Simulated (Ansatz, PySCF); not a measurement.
Se(SMe)(SiH3) (CH6SSeSi), SMILES [SiH3][Se]SC.

Geometry optimised at B3LYP-D3(BJ)/def2-SVP. The structure was generated by enumeration, and PubChem lists no compound with its InChIKey, so it may never have been made. One conformer was computed; it need not be the lowest.

Vertical ionisation energy (IE) and electron affinity (EA) in eV. Rows of orbital energies are one-electron estimates. Where ΔSCF, EOM or ADC give a negative EA the extra electron is unbound and the value depends on the basis.

```json
[
 {"level": "−ε(HOMO), −ε(LUMO), PBE0/def2-TZVP (PySCF)", "IE": "…", "EA": "…"},
 {"level": "−ε(HOMO), −ε(LUMO), PBE/def2-TZVP (PySCF)", "IE": "5.64", "EA": "2.39"},
 {"level": "ΔSCF, CAM-B3LYP/def2-SVPD (Ansatz), final states of multiplicity 2 and 2", "IE": "8.90", "EA": "-0.06"},
 {"level": "ΔSCF, PBE/def2-SVPD (Ansatz), final states of multiplicity 2 and 2", "IE": "8.59", "EA": "0.08"}
]
```

Task: Fill in the missing entries. (An estimate is asked for; the answer gives what the named calculation found.)

Result: 
- −ε(HOMO), −ε(LUMO), PBE0/def2-TZVP (PySCF), IE: 6.82
- −ε(HOMO), −ε(LUMO), PBE0/def2-TZVP (PySCF), EA: 1.48

Task: What vertical singlet–triplet gap does ΔSCF give with CAM-B3LYP/def2-SVPD (Ansatz, a first-principles code) and with PBE/def2-SVPD (Ansatz)? (The exact figures need the calculation; the answer reports its results.)

Result: 3.27 and 3.03 eV (triplet above singlet where positive).
